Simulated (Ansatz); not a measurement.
CCl3, SMILES Cl[C](Cl)Cl, multiplicity 2.

The structure is a stationary point at B3LYP-D3(BJ)/def2-SVP. The isomer is the one that the SMILES or the coordinates give; other isomers of the formula were not compared.

Two levels are set side by side: PBE/def2-SVPD (Ansatz, a first-principles code) and ωB97X-V/def2-SVPD (Ansatz). Energy differences of separate SCF runs at the same geometry; the states with an electron removed or added have multiplicity 1 and 1. Differences are taken from unrounded values.

```
quantity                         ωB97X-V   PBE  PBE minus ωB97X-V
-------------------------------  -------  ----  -----------------
vertical ionisation energy (eV)     9.06  8.55              -0.50
vertical electron affinity (eV)     0.94  0.82              -0.12
```
